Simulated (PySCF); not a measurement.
Molecule: SMILES F[Si](F)(F)[SiH2]CCl (CH4ClF3Si2), singlet. Atoms near the plane z = 1.0 Å, at the GFN2-xTB optimised geometry (x, y, z in Å): Si2 (1.0, -1.1, 0.0), F3 (0.7, -2.1, 1.2), F4 (2.6, -1.1, 0.0), Si5 (0.1, 1.0, 0.0), C6 (-1.3, 1.1, 1.3), Cl7 (-2.6, 0.0, 0.7), H9 (1.1, 2.0, 0.4), H10 (-1.1, 0.8, 2.3), H11 (-1.8, 2.1, 1.3).

Method: PBE0/def2-TZVP (PySCF 2.14.0). Cells within 0.4 Å of a nucleus heavier than hydrogen are left out (blank, or x). The values are rescaled to run from 0 to 1.

```
|0000000000000000000000000000000|
|0000000000000000000000000000000|
|0000000000000000000000000000000|
|0000000000000000000000000000000|
|0000000000000000000000000000000|
|0000000157630000046741000000000|
|0000000699972000389997100000000|
|0000001799994000599999600000000|
|0000000699996101699999820000000|
|0000000399996422699999920000000|
|0000000059987763599999710000000|
|00023321265x5885379997200000000|
|00246765562x4995235531000000000|
|0136888778747885222200000000000|
|0147897128755653344200000000000|
|0136892xx6631223576300011000000|
|0025785017730002564200232100000|
|0014688898730001222111444210000|
|0002468898720001232112455310000|
|0000246777500014676401455310000|
|0000013555200036888610133210000|
|00000011210001578x8730011100000|
|00000000000002578x8740000000000|
|0000000000000146888630000000000|
|0000000000000024666420000000000|
|0000000000000001233200000000000|
|0000000000000000010000000000000|
|0000000000000000000000000000000|
|0000000000000000000000000000000|
|0000000000000000000000000000000|
|0000000000000000000000000000000|
```
Scale: ten equal steps from 0.000 (start of '0') to 1.00 (end of '9'), in the order '0123456789'; x runs from -5.00 to 5.00, y from -5.00 (bottom) to 5.00 (top).

### Question
Which quantity is mapped?
A. an orbital amplitude
B. log10 of the electron density
C. electron localisation function
D. deformation density (molecule minus spherical neutral atoms)

### Answer
C, electron localisation function
